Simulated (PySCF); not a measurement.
# C⁺: excitation energy

C⁺ [He] 2s2 2p1 (2P) → C⁺ [He] 2s2 3d1 (2D), as a difference of total energies. All numbers are calculated (PySCF 2.14, no relativity, point nucleus, in dyall-av2z). Correlated levels: valence: 1s2 frozen; virtual orbitals above 40 to 60 times the deepest correlated orbital energy dropped. The calculations carry no spin-orbit coupling.

Problem. Order these methods by the excitation energy they give, lowest first.
A. SCS-MP2 (valence)
B. PBE0
C. M06
D. MP2 (valence)

Solution. C (154220 cm⁻¹), B (155450 cm⁻¹), A (157360 cm⁻¹), D (157910 cm⁻¹).

Errors of the correlated levels include the incompleteness of this basis and the frozen core.

The promoted electron is Rydberg-like, and one or two diffuse shells describe it only roughly, which tends to raise the upper state.

For comparison: 145510 cm⁻¹ (measured; NIST levels, between the centres of gravity of the two terms).
